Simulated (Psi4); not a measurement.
H4Al (SMILES [AlH4-]), charge -1, singlet, at a GFN2-xTB geometry (such geometries of metal compounds can be far from the true shape) (a gas-phase anion, which may not be bound at this level); CCSD(T)/aug-cc-pVDZ run with Psi4.

Input for Psi4:
```
memory 2 GB

molecule {
-1 1
Al    0.00000000    0.00000000    0.00000000
H     1.18926445   -0.20785140    1.09178746
H    -1.18488180    0.90443151    0.65391954
H    -0.59986665   -1.45031671   -0.43161723
H     0.59548400    0.75373660   -1.31408978
}

set {
  basis aug-cc-pvdz
  freeze_core true
  mp2_type conv
  scf_type pk
  puream true
  d_convergence 1e-8
}

energy('ccsd(t)')
print_variables()
```

### Question
What does Psi4 print? Leave out banner, timings and long lists.

### Answer

```
   => Loading Basis Set <=

    Name: AUG-CC-PVDZ
    Role: ORBITAL
    Keyword: BASIS

         ---------------------------------------------------------
                                   SCF
               by Justin Turney, Rob Parrish, Andy Simmonett
                          and Daniel G. A. Smith
                              RHF Reference
         ---------------------------------------------------------

  ==> Geometry <==

    Molecular point group: c1
    Full point group: Td

    Geometry (in Angstrom), charge = -1, multiplicity = 1:

       Center              X                  Y                   Z               Mass
    ------------   -----------------  -----------------  -----------------  -----------------
         AL           0.000000000000     0.000000000000     0.000000000325    26.981538530000
         H            1.189264450000    -0.207851400000     1.091787460325     1.007825032230
         H           -1.184881800000     0.904431510000     0.653919540325     1.007825032230
         H           -0.599866650000    -1.450316710000    -0.431617229675     1.007825032230
         H            0.595484000000     0.753736600000    -1.314089779675     1.007825032230

  Running in c1 symmetry.

  Rotational constants: A =      2.36739  B =      2.36739  C =      2.36739 [cm^-1]
  Rotational constants: A =  70972.62686  B =  70972.62674  C =  70972.62656 [MHz]
  Nuclear repulsion =   18.099607809964237

  Charge       = -1
  Multiplicity = 1
  Electrons    = 18
  Nalpha       = 9
  Nbeta        = 9

  ==> Algorithm <==

  SCF Algorithm Type is PK.
  DIIS enabled.
  MOM disabled.
  Fractional occupation disabled.
  Guess Type is SAD.
  Energy threshold   = 1.00e-08
  Density threshold  = 1.00e-08
  Integral threshold = 1.00e-12

  ==> Primary Basis <==

  Basis Set: AUG-CC-PVDZ
    Blend: AUG-CC-PVDZ
    Number of shells: 31
    Number of basis functions: 63
    Number of Cartesian functions: 65
    Spherical Harmonics?: true
    Max angular momentum: 2

  ==> Integral Setup <==

  Using in-core PK algorithm.
   Calculation information:
      Number of atoms:                   5
      Number of AO shells:              31
      Number of primitives:             81
      Number of atomic orbitals:        65
      Number of basis functions:        63

      Integral cutoff                 1.00e-12
      Number of threads:                 1

  Performing in-core PK
  Using 4066272 doubles for integral storage.
  We computed 123256 shell quartets total.
  Whereas there are 123256 unique shell quartets.

  ==> DiskJK: Disk-Based J/K Matrices <==

    J tasked:                  Yes
    K tasked:                  Yes
    wK tasked:                  No
    Schwarz Cutoff:          1E-12

  Minimum eigenvalue in the overlap matrix is 6.8343028778E-04.
  Reciprocal condition number of the overlap matrix is 9.2428433525E-05.
    Using symmetric orthogonalization.

  ==> Pre-Iterations <==

  SCF Guess: Superposition of Atomic Densities via on-the-fly atomic UHF (no occupation information).

   -------------------------
    Irrep   Nso     Nmo
   -------------------------
     A         63      63
   -------------------------
    Total      63      63
   -------------------------

  ==> Iterations <==

                        Total Energy        Delta E     RMS |[F,P]|

   @RHF iter SAD:  -243.52912582322983   -2.43529e+02   0.00000e+00
   @RHF iter   1:  -244.20688948282108   -6.77764e-01   2.22700e-03 DIIS/ADIIS
   @RHF iter   2:  -244.23228556848957   -2.53961e-02   4.65415e-04 DIIS/ADIIS
   @RHF iter   3:  -244.23345639801667   -1.17083e-03   1.38098e-04 DIIS/ADIIS
   @RHF iter   4:  -244.23363633651280   -1.79938e-04   1.80366e-05 DIIS
   @RHF iter   5:  -244.23363985458261   -3.51807e-06   1.85568e-06 DIIS
   @RHF iter   6:  -244.23363988218122   -2.75986e-08   1.67182e-07 DIIS
   @RHF iter   7:  -244.23363988236108   -1.79853e-10   1.70374e-08 DIIS
   @RHF iter   8:  -244.23363988236358   -2.50111e-12   1.38481e-09 DIIS
  Energy and wave function converged.

  ==> Post-Iterations <==

    Orbital Energies [Eh]
    ---------------------

    Doubly Occupied:

[...]
    Virtual:

[...]
    Final Occupation by Irrep:
              A
    DOCC [     9 ]
    NA   [     9 ]
    NB   [     9 ]

  @RHF Final Energy:  -244.23363988236358

   => Energetics <=

    Nuclear Repulsion Energy =             18.0996078099642368
    One-Electron Energy =                -379.3146357644639579
    Two-Electron Energy =                 116.9813880721361130
    Total Energy =                       -244.2336398823636046

Computation Completed

Properties will be evaluated at   0.000000,   0.000000,   0.000000 [a0]

Properties computed using the SCF density matrix

 Multipole Moments:

 ------------------------------------------------------------------------------------
     Multipole            Electronic (a.u.)      Nuclear  (a.u.)        Total (a.u.)
 ------------------------------------------------------------------------------------

 L = 1.  Multiply by 2.5417464519 to convert [e a0] to [Debye]
 Dipole X            :         -0.0000000            0.0000000           -0.0000000
 Dipole Y            :         -0.0000000            0.0000000           -0.0000000
 Dipole Z            :          0.0000000           -0.0000000            0.0000000
 Magnitude           :                                                    0.0000000

 ------------------------------------------------------------------------------------

 MINTS: Wrapper to libmints.
   by Justin Turney

   Calculation information:
      Number of threads:                 1
      Number of atoms:                   5
      Number of AO shells:              31
      Number of SO shells:              31
      Number of primitives:             81
      Number of atomic orbitals:        65
      Number of basis functions:        63

      Number of irreps:                  1
      Integral cutoff                 1.00e-12
[...]

	Size of irrep 0 of tijab amplitudes:       0.047 (MW) /      0.373 (MB)
	Total:                                     0.047 (MW) /      0.373 (MB)

	Nuclear Rep. energy          =     18.09960780996424
	SCF energy                   =   -244.23363988236358
	One-electron energy          =    -16.76755554445342
	Two-electron energy          =      7.43066435214919
	Reference energy             =   -244.23363988236326

            **************************
            *                        *
            *        CCENERGY        *
            *                        *
            **************************

    Nuclear Rep. energy (wfn)     =   18.099607809964237
    SCF energy          (wfn)     = -244.233639882363576
    Reference energy    (file100) = -244.233639882363263

    Input parameters:
    -----------------
    Wave function   =     CCSD_T
    Reference wfn   =     RHF
    Brueckner       =     No
    Maxiter         =     50
    R_Convergence   =     1.0e-07
    E_Convergence   =     1.0e-06
    Restart         =     Yes
    DIIS            =     Yes
    AO Basis        =     NONE
    ABCD            =     NEW
    Cache Level     =     2
    Cache Type      =     LOW
    Print Level     =     1
    Num. of threads =     1
    # Amps to Print =     10
    Print MP2 Amps? =     No
    Analyze T2 Amps =     No
    Print Pair Ener =     No
    Local CC        =     No
    SCS-MP2         =     False
    SCSN-MP2        =     False
    SCS-CCSD        =     False

MP2 correlation energy -0.1129636261140920
                Solving CC Amplitude Equations
                ------------------------------
  Iter             Energy              RMS        T1Diag      D1Diag    New D1Diag    D2Diag
  ----     ---------------------    ---------   ----------  ----------  ----------   --------
     0        -0.112963626114092    0.000e+00    0.000000    0.000000    0.000000    0.114844
     1        -0.137085943154454    5.746e-02    0.005032    0.007699    0.007699    0.141612
     2        -0.145826099717184    1.886e-02    0.008246    0.012727    0.012727    0.153147
     3        -0.145995255482248    3.862e-03    0.009389    0.014568    0.014568    0.153977
     4        -0.145998630734338    1.599e-03    0.009948    0.015473    0.015473    0.154237
     5        -0.145999434836256    5.122e-04    0.010153    0.015811    0.015811    0.154249
     6        -0.145998213160596    1.412e-04    0.010189    0.015875    0.015875    0.154239
     7        -0.145998769114467    4.200e-05    0.010196    0.015887    0.015887    0.154237
     8        -0.145999296212048    1.233e-05    0.010196    0.015888    0.015888    0.154238
     9        -0.145999312723515    3.928e-06    0.010196    0.015888    0.015888    0.154238
    10        -0.145999291413928    1.095e-06    0.010196    0.015888    0.015888    0.154238
    11        -0.145999288499959    2.502e-07    0.010196    0.015888    0.015888    0.154238
    12        -0.145999288953173    8.086e-08    0.010196    0.015888    0.015888    0.154238

    Iterations converged.

    Largest TIA Amplitudes:
              1  12        -0.0112439222
              3  10        -0.0112018632
              2  11        -0.0110778968
              0  17         0.0077518868
              1  14        -0.0053319611
              2  15        -0.0048062373
              3  13        -0.0047736798
              3   2        -0.0043115272
              1   0        -0.0042652908
              1  40        -0.0040852893

    Largest TIjAb Amplitudes:
      2   2  17  17        -0.0260833114
      3   3  17  17        -0.0260833113
      1   1  17  17        -0.0260833112
      1   1  14  14        -0.0195842024
      3   3  18  18        -0.0182357153
      1   1  20  20        -0.0174382304
      1   1  40  40        -0.0172081778
      0   0  17  17        -0.0170732353
      2   2  15  15        -0.0170515186
      2   2  19  19        -0.0159088221

    SCF energy       (wfn)                    = -244.233639882363576
    Reference energy (file100)                = -244.233639882363263

    Opposite-spin MP2 correlation energy      =   -0.104536535259945
    Same-spin MP2 correlation energy          =   -0.008427090854147
    Singles MP2 correlation energy            =   -0.000000000000000
    MP2 correlation energy                    =   -0.112963626114092
      * MP2 total energy                      = -244.346603508477358

    Opposite-spin CCSD correlation energy     =   -0.135950053770417
    Same-spin CCSD correlation energy         =   -0.010049235182756
    Singles CCSD correlation energy           =    0.000000000000000
    CCSD correlation energy                   =   -0.145999288953173
      * CCSD total energy                     = -244.379639171316427

            **************************
            *                        *
            *        CCTRIPLES       *
            *                        *
            **************************

    Wave function   =    CCSD_T
    Reference wfn   =      RHF

    Nuclear Rep. energy (wfn)                =   18.099607809964237
    SCF energy          (wfn)                = -244.233639882363576
    Reference energy    (file100)            = -244.233639882363263
    CCSD energy         (file100)            =   -0.145999288953173
    Total CCSD energy   (file100)            = -244.379639171316427

    Number of ijk index combinations:               20
    Approx. words needed per explicit thread:          629856
    Number of threads for explicit ijk threading:    1

    MKL num_threads set to 1 for explicit threading.

    (T) energy                                =   -0.002335576615244
      * CCSD(T) total energy                  = -244.381974747931679

  Variable Map:
  ----------------------------------------------------------------------------
[...]
  Array Variable Map:
  ----------------------------------------------------------------------------
[...]
[...]
```
